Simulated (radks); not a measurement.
Isoelectronic series with 25 electrons, all held in the configuration [Ar] 3d7, which need not be the ground one along the series. Calculated with a radial shooting solver on a logarithmic mesh with Libxc functionals: scalar-relativistic Kohn-Sham, r2SCAN, spin-polarised, spherical densities, finite nucleus; open shells are filled with parallel spins first (spin-orbit coupling, left out, can overturn this in heavy ions); meta-GGA in the generalised Kohn-Sham scheme; Fermi nuclear charge, rms radius of each element as measured or else 0.836 A^(1/3) + 0.57 fm. Total energies (hartree) and mean radii <r> (bohr) (* marks an orbital that is empty in some or all of the ions):

| ion | E (hartree) | 4p up* | 4s down* | 4s up* | 3d down | 3d up | 3p down | 3p up |
|---|---|---|---|---|---|---|---|---|
| Zr15+ | -3499.61102 | 0.9854 | 0.9567 | 0.9495 | 0.4147 | 0.4116 | 0.4403 | 0.4381 |
| Nb16+ | -3704.34195 | 0.9418 | 0.9165 | 0.9100 | 0.3980 | 0.3952 | 0.4248 | 0.4228 |
| Mo17+ | -3915.28873 | 0.9020 | 0.8796 | 0.8737 | 0.3827 | 0.3801 | 0.4103 | 0.4084 |
| Tc18+ | -4132.48441 | 0.8656 | 0.8456 | 0.8402 | 0.3685 | 0.3661 | 0.3968 | 0.3950 |
| Ru19+ | -4355.95653 | 0.8320 | 0.8141 | 0.8092 | 0.3554 | 0.3532 | 0.3841 | 0.3824 |
| Rh20+ | -4585.74134 | 0.8010 | 0.7850 | 0.7805 | 0.3432 | 0.3412 | 0.3722 | 0.3706 |
| Pd21+ | -4821.87025 | 0.7723 | 0.7578 | 0.7537 | 0.3319 | 0.3300 | 0.3610 | 0.3595 |
| Ag22+ | -5064.38022 | 0.7456 | 0.7324 | 0.7286 | 0.3213 | 0.3195 | 0.3504 | 0.3490 |
| Cd23+ | -5313.30434 | 0.7207 | 0.7087 | 0.7052 | 0.3113 | 0.3097 | 0.3404 | 0.3391 |
| In24+ | -5568.68549 | 0.6975 | 0.6865 | 0.6832 | 0.3020 | 0.3005 | 0.3309 | 0.3297 |
| Sn25+ | -5830.55836 | 0.6757 | 0.6655 | 0.6625 | 0.2932 | 0.2918 | 0.3220 | 0.3208 |
| Sb26+ | -6098.96543 | 0.6552 | 0.6458 | 0.6430 | 0.2850 | 0.2836 | 0.3135 | 0.3124 |
| Te27+ | -6373.94533 | 0.6359 | 0.6272 | 0.6245 | 0.2771 | 0.2759 | 0.3054 | 0.3043 |
| I28+ | -6655.54832 | 0.6177 | 0.6096 | 0.6071 | 0.2697 | 0.2686 | 0.2977 | 0.2967 |
| Xe29+ | -6943.81241 | 0.6006 | 0.5929 | 0.5906 | 0.2627 | 0.2616 | 0.2904 | 0.2894 |
| Cs30+ | -7238.7881 | 0.5843 | 0.5771 | 0.5749 | 0.2561 | 0.2550 | 0.2834 | 0.2825 |
| Ba31+ | -7540.5196 | 0.5689 | 0.5620 | 0.5600 | 0.2498 | 0.2488 | 0.2767 | 0.2758 |
| La32+ | -7849.0602 | 0.5543 | 0.5477 | 0.5458 | 0.2437 | 0.2428 | 0.2703 | 0.2695 |
| Ce33+ | -8164.4584 | 0.5404 | 0.5340 | 0.5322 | 0.2380 | 0.2371 | 0.2642 | 0.2634 |
